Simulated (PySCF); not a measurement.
## 4-chlorotetrahydropyran, C5H9ClO

Geometry (Å), atoms numbered from 1 in this order:
```xyz
16

Cl   -0.3191   -1.3747    2.7891
C    -0.4030   -1.6443    0.9967
C    -1.4276   -0.7009    0.3846
C    -0.9137    0.7311    0.3752
O     0.3310    0.8256   -0.2680
C     1.3231    0.0640    0.3706
C     0.9688   -1.4156    0.3798
H    -0.7156   -2.6919    0.8917
H    -2.3857   -0.7708    0.9212
H    -1.6016   -1.0264   -0.6554
H    -1.6062    1.3888   -0.1699
H    -0.8415    1.1037    1.4166
H     2.2607    0.2355   -0.1778
H     1.4707    0.4140    1.4118
H     0.9322   -1.7822   -0.6605
H     1.7341   -1.9994    0.9129
```

Method: PySCF 2.14.0, quadratic response CAM-B3LYP/aug-cc-pVDZ first hyperpolarisability, Taylor convention, gas phase. Geometry: PBE0-D3(BJ)/def2-SVP.

**Question.** Give the tensor of the second harmonic β(−2ω;ω,ω) at 1907 nm in the axes of these coordinates.

**Answer.** In au, Taylor convention; rows are the first index (the induced dipole):
```tsv
	xx	yy	zz	xy	xz	yz
x	+9.1	+3.0	+8.3	+10.5	-29.4	+6.8
y	+10.4	+31.2	+27.6	+3.1	+6.8	-8.7
z	-29.5	-8.7	-31.7	+6.9	+8.3	+27.6
```
Norm of βᵢ = ⅓ Σⱼ (βᵢⱼⱼ + βⱼᵢⱼ + βⱼⱼᵢ): 100.5 au, hyper-Rayleigh value 39.2 au.
